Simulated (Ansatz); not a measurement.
# A ladder of methods for SiH4O4 (orthosilicic acid)

SiH4O4 has 9 atoms, charge 0, and is taken as a singlet. SMILES: `O[Si](O)(O)O`. The shape was relaxed beforehand at B3LYP/def2-SVP. This is one conformer, not always the lowest.

```xyz
9

O    -0.9818    0.7892   -1.0702
Si    0.0000    0.0000    0.0000
O     1.5475    0.4390   -0.3801
O    -0.0411   -1.6513   -0.0589
O    -0.5247    0.4231    1.5092
H    -0.6182    0.9152   -1.9545
H     2.2373   -0.1665   -0.0838
H    -0.7505   -2.0688    0.4437
H    -0.8686    1.3201    1.5946
```

Each level gives the dissociation energy of the O5–Si2 bond into doublet OH and doublet SiH3O3 (shapes relaxed at B3LYP/def2-SVP, no zero-point term) (eV). The values are calculated.

| level | kind | program | value (eV) | less CCSD(T)/def2-SVP | CPU time (all runs) |
| --- | --- | --- | --- | --- | --- |
| SVWN5/def2-SVP | LDA | Ansatz | 6.82 | +0.97 | 1.4 s |
| BLYP/def2-SVP | GGA | Ansatz | 5.71 | -0.14 | 4.1 s |
| B3LYP/def2-SVP | global hybrid | Ansatz | 5.82 | -0.03 | 3.8 s |
| PBE0-D4/def2-SVP | global hybrid | Ansatz | 5.92 | +0.07 | 3.9 s |
| CAM-B3LYP/def2-SVP | range-separated hybrid | Ansatz | 6.03 | +0.18 | 4.4 s |
| B2PLYP/def2-SVP | double hybrid | Ansatz | 5.93 | +0.08 | 4.8 s |
| MP2/def2-SVP | perturbation theory | Ansatz | 6.13 | +0.28 | 1.5 s |
| CCSD(T)/def2-SVP | coupled cluster or CI | Ansatz | 5.85 | 0.00 | 17 s |

Differences are taken from CCSD(T)/def2-SVP for orientation; it has basis-set and higher-order errors of its own. The values span 5.71 to 6.82 eV. Measured bond enthalpies also hold zero-point and thermal terms, a few tenths of an eV less. CPU times are rough (shared hosts, several kinds of processor): they show what a rung costs within a factor of a few.
